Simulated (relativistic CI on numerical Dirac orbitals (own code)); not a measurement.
## Slater and spin-orbit integrals, Pt XXXI

Calculated at this level of theory: Dirac-Coulomb-Breit CI, orbitals from a KLI potential per configuration, model QED (radiative potential, 1s self-energy scaled to tabulated hydrogen-like ionisation energies), unscaled Slater integrals (own radial code, finite nucleus).

Slater integrals F^k, G^k are unscaled and averaged over j, outside the closed core [Ar] 3d10; ζ comes from projecting the Hamiltonian with its Breit term on Σ l·s of the shell.

- 4s2 4p6 4d10 4f2: F^2(4f,4f) = 262030, F^4(4f,4f) = 170960, F^6(4f,4f) = 125080, ζ(4f) = 11756 cm⁻¹; <r>(4f) = 0.401, <r^2>(4f) = 0.184 (bohr units).
- 4s2 4p6 4d9 4f3: ζ(4d) = 67396, F^2(4f,4f) = 261600, F^4(4f,4f) = 170670, F^6(4f,4f) = 124860, F^2(4d,4f) = 239630, F^4(4d,4f) = 156110, G^1(4d,4f) = 254030, G^3(4d,4f) = 172670, G^5(4d,4f) = 126120, ζ(4f) = 11648 cm⁻¹; <r>(4d) = 0.4191, <r^2>(4d) = 0.2009, <r>(4f) = 0.4016, <r^2>(4f) = 0.1845 (bohr units).
- 4s2 4p6 4d10 4f 5s: ζ(4f) = 12034, G^3(4f,5s) = 35193 cm⁻¹; <r>(4f) = 0.3977, <r^2>(4f) = 0.1808, <r>(5s) = 0.7205, <r^2>(5s) = 0.5788 (bohr units).

Averages of the first 10 configurations, taken without configuration mixing, which lowers the lowest level and can move excited configurations by several eV; other configurations of the list can lie among them:

| Configuration | Parity | States | Average energy above the lowest level (eV) |
| --- | --- | --- | --- |
| 4s2 4p6 4d10 4f2 | even | 91 | 9.0 |
| 4s2 4p6 4d9 4f3 | odd | 3640 | 246.9 |
| 4s2 4p6 4d10 4f 5s | odd | 28 | 187.5 |
| 4s2 4p6 4d10 4f 5p | even | 84 | 262.1 |
| 4s2 4p6 4d10 5s2 | even | 1 | 377.9 |
| 4s2 4p5 4d10 4f3 | even | 2184 | 490.7 |
| 4s2 4p6 4d10 5s 5p | odd | 12 | 449.3 |
| 4s2 4p6 4d10 4f 5d | odd | 140 | 358.6 |
| 4s2 4p6 4d10 5p2 | even | 15 | 526.9 |
| 4s 4p6 4d10 4f3 | odd | 728 | 679.8 |
